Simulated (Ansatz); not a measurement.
`N[Si](O)(F)Br` at its PBE0-D4/def2-TZVP geometry, where that method's forces vanish. The species carries charge 0 and has multiplicity 1.

```xyz
8

N    -0.2770    1.0343    0.5887
Si    0.3515   -0.3295   -0.1894
O    -0.8148   -1.1905   -0.9154
F     1.4225    0.2277   -1.2189
Br    1.4074   -1.7833    1.0849
H    -0.9799    0.9249    1.3021
H     0.3336    1.8098    0.7922
H    -1.4433   -0.6934   -1.4443
```

Question: What forces (eV/Å) does ωB97M-V/def2-TZVPP give on these atoms in the Gaussian-basis code of Ansatz? (Best estimate.)

Answer: Ansatz gave: 
```
N1  -0.008  0.028  0.055
Si2  0.007 -0.037  0.099
O3  -0.092 -0.026 -0.063
F4   0.104  0.039 -0.083
Br5 -0.014  0.021 -0.015
H6   0.014  0.020 -0.010
H7  -0.024 -0.011  0.001
H8   0.013 -0.034  0.016
```
